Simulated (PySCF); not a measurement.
C₃H₈ClNSi, SMILES C[Si@H](/C=N/C)Cl.

Coordinates come from a PBE0-D3(BJ)/def2-SVP optimisation. The structure was generated by enumeration; whether it is a known compound was not checked. Other conformers were not sampled.

Two levels are set side by side: TDA-PBE/def2-SVPD (PySCF) and TDA-PBE0/def2-SVPD (PySCF). Vertical, same geometry. The lowest singlet is HOMO→LUMO 99 % with PBE and HOMO→LUMO 98 % with the other functional; states are paired by order. Differences are taken from unrounded values.

```tsv
quantity	TDA-PBE0	TDA-PBE	TDA-PBE minus TDA-PBE0
lowest singlet excitation (eV)	4.40	4.17	-0.23
lowest triplet excitation (TDA) (eV)	3.49	3.34	-0.14
first bright state (f over 0.05) (eV)	7.03	6.68	-0.35
its oscillator strength	0.07	0.10	0.03
```

Functionals without exact exchange tend to place singlet excitations lower, as here. Differences between two approximate levels are no errors against the true value.

Rough cost on one machine, each run with all the roots and properties that it gave: TDA-PBE0 against TDA-PBE about 2 times.
